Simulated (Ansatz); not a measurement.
**Match the barriers**

Saddle point of GeSiNH9, singlet (GeNH₅ ([NH2][GeH3]) + SiH₄ → GeSiH₆ ([SiH3][GeH3]) + NH₃; bonds formed: Ge1–Si7, N2–H6; bonds broken: Ge1–N2, H6–Si7), PBE0-D4/def2-TZVP structure:

| atom | x (Å) | y (Å) | z (Å) |
| --- | --- | --- | --- |
| Ge1 | -1.4327 | 0.1076 | 0.1013 |
| N2 | -0.1698 | -0.6669 | 1.4371 |
| H3 | -1.4532 | -0.6743 | -1.2056 |
| H4 | -2.7010 | -0.2660 | 0.9229 |
| H5 | -1.3045 | 1.6227 | 0.0563 |
| H6 | 0.7056 | -0.4231 | 0.8538 |
| Si7 | 1.4511 | 0.4079 | -1.1188 |
| H8 | -0.1873 | -0.2057 | 2.3457 |
| H9 | -0.2751 | -1.6716 | 1.5696 |
| H10 | 2.7044 | 1.2011 | -0.8547 |
| H11 | 0.7206 | 1.2825 | -2.1091 |
| H12 | 1.9420 | -0.7141 | -1.9984 |

Ansatz 0.2.0; basis: def2-TZVPP, with def2-QZVPP for the basis limit; cores frozen in the correlated methods. Filled d shells of the heavier atoms are correlated. The def2 sets are not built for correlating such inner shells, so the correlated values are less sure here. B3LYP uses VWN-RPA correlation. Extrapolation: Hartree–Fock as exp(−7.88 √X), correlation as X^−2.97. Four methods, as single points on the PBE0-D4 structures, gave these electronic barriers from the start structure: 141.0, 175.4, 194.3, 244.9 kJ/mol.

The methods were, in alphabetical order, B3LYP-D4, HF, MP2, PBE-D4. Which gave which? (Judge from chemistry; the calculation decides.)

The calculation gives: PBE-D4 141.0; B3LYP-D4 175.4; MP2 194.3; HF 244.9 kJ/mol. For comparison, CCSD(T) at an estimated basis limit (MP2 extrapolated from triple and quadruple zeta, plus CCSD(T) − MP2 in triple zeta) gives 189.4 kJ/mol.

No T1 diagnostic of these runs exceeds 0.013. The start structure is not quite a true minimum (one mode of 31i cm⁻¹).

Labels in which every atom is bracketed show which atoms are joined, not bond orders.

For scale, one of the runs: CCSD(T)/def2-TZVPP, 247 basis functions, launched by `ansatz run in.yaml --threads 4 --pin off --events-out ev --progress --plain --max-ram 9574MiB`. Hardware: 4 CPU threads of an AMD EPYC, shared host. Wall time 3.9 min; peak host memory 4.9 GiB.
